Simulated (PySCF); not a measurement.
Simulation results for BH4Si

Calculation on a computer-drawn molecule: optimised geometry and harmonic frequencies of an isolated molecule of the commonest isotopes, restricted reference for singlets and unrestricted otherwise, frozen core in MP2. Program: PySCF 2.14.0.

```yaml
- formula: BH4Si
  start_structure:
    atoms_angstrom:
      - [B, -1.7349, 0.0132, -1.0719]
      - [Si, -0.2349, 0.1466, 0.0945]
      - [H, -2.4535, 0.5604, -1.7653]
      - [H, -0.5979, -0.3358, 1.4623]
      - [H, 0.3826, 1.3924, 0.3157]
      - [H, 0.8422, -0.7326, -0.3859]
  given:
    charge: 0
    multiplicity: 2
    method: HF
    basis: "cc-pV(D+d)Z"
    drawn_bonds_atom: [1, 1, 2, 2, 2]
    drawn_bonds_other_atom: [2, 3, 4, 5, 6]
    drawn_bonds_order: [1, 1, 1, 1, 1]
  results:
    optimised_atom_element: [B, Si, H, H, H, H]
    "optimised_atom_x [angstrom]": [-1.786, -0.1941, -2.456, -0.5984, 0.3562, 0.882]
    "optimised_atom_y [angstrom]": [-0.05939, 0.1094, 0.6474, -0.3629, 1.482, -0.7725]
    "optimised_atom_z [angstrom]": [-1.09, 0.1385, -1.781, 1.486, 0.274, -0.3772]
    "modes_frequency [cm^-1]": [45.03, 477.6, 622.1, 678.8, 723.6, 992.7, 1017, 1035, 2283, 2296, 2302, 2774]
    "modes_reduced_mass [dalton]": [1.078, 1.062, 1.26, 5.707, 1.32, 1.092, 1.053, 1.034, 1.047, 1.05, 1.022, 1.096]
    "rotational_constants [GHz]": [79.29, 11.41, 11.28]
    "total_energy [hartree]": -315.8553
    spin_squared: 0.7571
    "convergence_status_largest_gradient_component [hartree/bohr]": 1.597e-05
```
